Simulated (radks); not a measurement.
Results of a calculation; reference values are marked as such.
Task: These are the eigenvalues of the occupied orbitals of an atom or ion with whole-number occupations (hartree). Code: a radial shooting solver on a logarithmic mesh with Libxc functionals. Model: scalar-relativistic Kohn-Sham, PBE, spin-polarised, spherical densities, finite nucleus; Fermi nuclear charge, rms radius of each element as measured or else 0.836 A^(1/3) + 0.57 fm.

| orbital | eigenvalue |
|---|---|
| 1s down | -2715.489 |
| 1s up | -2715.489 |
| 2s up | -474.3664 |
| 2s down | -474.3562 |
| 2p up | -413.3880 |
| 2p down | -413.3798 |
| 3s up | -111.6896 |
| 3s down | -111.6864 |
| 3p up | -93.77588 |
| 3p down | -93.77213 |
| 3d up | -73.73491 |
| 3d down | -73.72786 |
| 4s up | -24.90478 |
| 4s down | -24.89529 |
| 4p up | -19.02658 |
| 4p down | -19.01779 |
| 4d up | -11.72052 |
| 4d down | -11.71014 |
| 5s up | -5.06784 |
| 5s down | -4.98306 |
| 4f up | -3.60423 |
| 4f down | -3.58572 |
| 5p up | -3.56201 |
| 5p down | -3.45389 |
| 5d up | -1.82110 |

Which element is it, and in what charge state? The configuration may be excited. Open shells, if any, are filled with parallel spins first.

Result: Z = 76, osmium, charge +4: Os4+ in [Xe] 4f14 5d4. The list shows which subshells hold electrons but not how many an open one holds; the 1s level, -2715.5 hartree, gives Z - s = 73.7 by -(Z - s)^2/2, which with screening and relativity narrows Z to a few neighbours, and the depths of the outer levels then fix element, charge and occupations together.
